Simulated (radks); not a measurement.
The numbers below are computed, except where a source is named.
Effect of the nuclear size on the vanadium ion V12+, [Ne] 3s1. Level of theory: Dirac Kohn-Sham, exchange-only LDA, spin-unpolarised, spherical densities, finite nucleus; Fermi nuclear charge, rms radius 3.6002 fm (a radial shooting solver on a logarithmic mesh with Libxc functionals). The rms radius is varied about that value; shifts are against it.

\begin{tabular}{lrrrrrr}
rms radius (fm) & total energy shift (eV) & density at nucleus (e/bohr^3) & 1s1/2 shift (meV) & 2s1/2 shift (meV) & 2p1/2 shift (meV) & 3s1/2 shift (meV) \\ \hline
2.9378 & -0.0198 & 9886 & -8.41 & -0.736 & 0.090 & -0.151 \\
3.4094 & -0.00611 & 9837 & -2.59 & -0.227 & 0.028 & -0.047 \\
3.6002 & 0 & 9819 & 0.000 & 0.000 & 0.000 & 0.000 \\
3.7658 & 0.00556 & 9804 & 2.36 & 0.206 & -0.025 & 0.042 \\
4.0574 & 0.0159 & 9780 & 6.77 & 0.592 & -0.072 & 0.122 \\
\end{tabular}

Slopes of the eigenvalues against <r^2> in GHz/fm^2, as finite differences over the two radii next to the reference (eigenvalue slopes, not the field-shift constants of lines): 1s1/2 468, 2s1/2 41.0, 2p1/2 -5.02, 3s1/2 8.42.
